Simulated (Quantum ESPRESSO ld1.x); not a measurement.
Task: Species: the thallium ion Tl5+. Configuration: [Xe] 4f14 5d6 6s2 (not the ground configuration). All-electron calculation, Dirac Kohn-Sham, BLYP, spin-unpolarised, spherical densities, point nucleus; open shells are shared between the two j in proportion to 2j + 1. Program: ld1.x of Quantum ESPRESSO 7.5.

Spin-orbit splittings of the eigenvalues, e(l+1/2) - e(l-1/2), with zeta = 2 splitting/(2l+1) and mean radii in bohr:

| shell | occ. | splitting (eV) | zeta (eV) | <r> j=l-1/2 | <r> j=l+1/2 |
|---|---|---|---|---|---|
| 2p | 6 | 2067 | 1378 | 0.05588 | 0.06468 |
| 3p | 6 | 459.5 | 306.3 | 0.1674 | 0.1835 |
| 3d | 10 | 98.12 | 39.25 | 0.1595 | 0.1644 |
| 4p | 6 | 111.8 | 74.53 | 0.3930 | 0.4274 |
| 4d | 10 | ? | ? | 0.4331 | 0.4442 |
| 4f | 14 | 4.619 | 1.320 | 0.4630 | 0.4694 |
| 5p | 6 | 21.38 | 14.25 | 0.9232 | 1.007 |
| 5d | 6 | 2.825 | 1.130 | 1.209 | 1.241 |

Estimate the 4d splitting.

Result: 20.86 eV (zeta = 8.345 eV).
